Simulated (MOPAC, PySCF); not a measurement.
C₃H₈Si, SMILES `C[SiH]1CC1`, neutral singlet in the gas phase. 

Z-matrix (Å, degrees):
```
Si
H 1 1.4812
C 1 1.8440 2 117.68
H 3 1.0851 1 120.00 2 -2.91
H 3 1.0858 4 112.32 1 148.42
C 3 1.5512 4 116.08 5 136.53
H 6 1.0851 3 116.10 4 0.00
H 6 1.0858 7 112.32 3 136.52
C 1 1.8621 2 114.98 6 151.66
H 9 1.0920 1 109.80 2 179.97
H 9 1.0923 10 108.22 1 -121.50
H 9 1.0923 10 108.20 11 -117.00
```
Charge 0, multiplicity 1.

All levels are single points at this geometry (PBE0-D3(BJ)/def2-TZVP); Pople sets use spherical d functions. Orbital energies aren't observables, and empty levels follow the basis.

PM6 in MOPAC gives gap (eV) = 9.10.

Estimate the gap (eV) from each of these levels: PBE0-D3(BJ)/def2-TZVP in PySCF; B3LYP/LANL2DZ in PySCF; M06-2X/6-31G* in PySCF; PBE/6-31G* in PySCF; PM7 in MOPAC.


```tsv
level	gap (eV)
PBE0-D3(BJ)/def2-TZVP in PySCF	7.53
B3LYP/LANL2DZ in PySCF	7.77
M06-2X/6-31G* in PySCF	9.71
PBE/6-31G* in PySCF	5.89
PM7 in MOPAC	10.37
```
